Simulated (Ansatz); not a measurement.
`[OH][Cd][Br]` + H–F → `[OH][Cd][F]` + HBr  (ligand exchange at a Cd–Br bond)

Calculated with Ansatz (gas phase, PBE0-D4/def2-TZVP geometries, no zero-point term in ΔE). CCSD(T)/CBS adds triple-zeta CCSD(T) − MP2 to the extrapolated MP2 energy (def2 sets, frozen cores). This one scheme is used for every species. Functionals use def2-TZVPP. def2 core potentials past Kr. For Br, Cd outer-core shells are correlated without core-valence functions, which leaves a few kJ/mol of doubt a bond. Scalar relativity is left out up to krypton. One conformer a species, not always the lowest.

`[OH][Cd][Br]`:

```xyz
4

O    -0.825    0.599   -1.097
Cd    0.267   -0.385    0.206
Br    1.596   -1.704    1.699
H    -1.038    1.489   -0.807
```

H–F:

Cartesian coordinates in Å:
```
F -0.037 0.216 -0.404
H 0.037 -0.216 0.404
```

`[OH][Cd][F]`:

```xyz
4

O     0.822    0.730   -0.834
Cd   -0.546   -0.197    0.204
F    -1.985   -1.058    1.158
H     1.709    0.526   -0.528
```

HBr:

```xyz
2

Br    0.325    0.626    0.086
H    -0.325   -0.626   -0.086
```

```tsv
species	revPBE-D4 energy (Eh)
`[OH][Cd][Br]`	-2817.65316
H–F	-100.45779
`[OH][Cd][F]`	-343.53405
HBr	-2574.53963
```

Problem. Work out ΔE.

Solution. ΔE = (-343.53405) + (-2574.53963) − (-2817.65316) − (-100.45779) = 0.03727 Eh = +97.9 kJ/mol. CCSD(T)/CBS gives +115.0 kJ/mol.

Largest T1 diagnostic among the species: 0.017.

The D4 term adds +3.3 kJ/mol with B3LYP and +1.7 kJ/mol with PBE0; it sums over pairs of atoms, weighted by their polarisabilities, and B3LYP, whose exchange is more repulsive, gets the larger term. In def2-TZVPP, CCSD(T) changes the Hartree–Fock value by −14.8 kJ/mol (the triples alone add −1.3 kJ/mol) and MP2 by −7.3 kJ/mol. At CCSD(T), def2-SVP lies −8.9 kJ/mol from the extrapolated value and def2-TZVPP −4.4 kJ/mol.

B3LYP here is the variant with VWN-RPA as its local correlation; programs differ in this.
